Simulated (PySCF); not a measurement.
A structure optimised at PBE-D3(BJ)/def2-TZVP, used in a PySCF frequency run:

```
Si
H 1 1.4948
H 1 1.4948 2 109.18
H 1 1.4994 2 108.65 3 -118.34
Ge 1 2.3809 2 108.81 4 -123.03
H 5 1.5543 1 114.33 2 -176.20
H 5 1.5543 6 108.90 1 129.25
```
Charge 0, spin multiplicity 2.

### Question
Write its SMILES, formula and point group.

### Answer
[SiH3][GeH2], GeH₅Si, Cs

### Question
What are its rotational constants (standard atomic weights)?

### Answer
50.679, 3.6912, 3.6260 GHz
